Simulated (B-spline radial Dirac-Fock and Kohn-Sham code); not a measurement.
## Conversion-electron coefficients: In, 685 keV

Z = 49 (indium), transition energy 685 keV. These are calculated numbers from a radial B-spline solver; the model is a Dirac-Hartree-Slater potential of the neutral atom with a Latter tail (no hole, which puts coefficients of high multipoles low close above an edge), finite nucleus with surface currents. Subshells that would emit electrons below 1 keV are left out.

```csv
subshell,electron energy (keV),E3,E5,M1,M3,M5
K,657.06,0.00618,0.0321,0.00300,0.0204,0.111
L1,680.76,0.000698,0.00382,0.000345,0.00254,0.0152
L2,681.06,0.000145,0.00250,1.14e-05,0.000207,0.00226
L3,681.27,6.85e-05,0.000855,3.73e-06,0.000101,0.00238
M1,684.17,0.000135,0.000746,6.68e-05,0.000498,0.00302
M2,684.30,3.05e-05,0.000528,2.38e-06,4.36e-05,0.000478
M3,684.33,1.45e-05,0.000182,7.83e-07,2.16e-05,0.000515
M4,684.55,4.11e-08,2.58e-06,2.09e-09,1.14e-07,4.44e-06
M5,684.56,3.44e-08,9.89e-07,3.10e-09,2.42e-08,1.61e-06
total,,0.00731,0.0410,0.00344,0.0239,0.136
```

Q: For a pure M5 transition, what fraction of decays emits a photon?

A: 1/(1 + α) = 0.880 with the total α = 0.136; the total includes the outer subshells that are not listed.
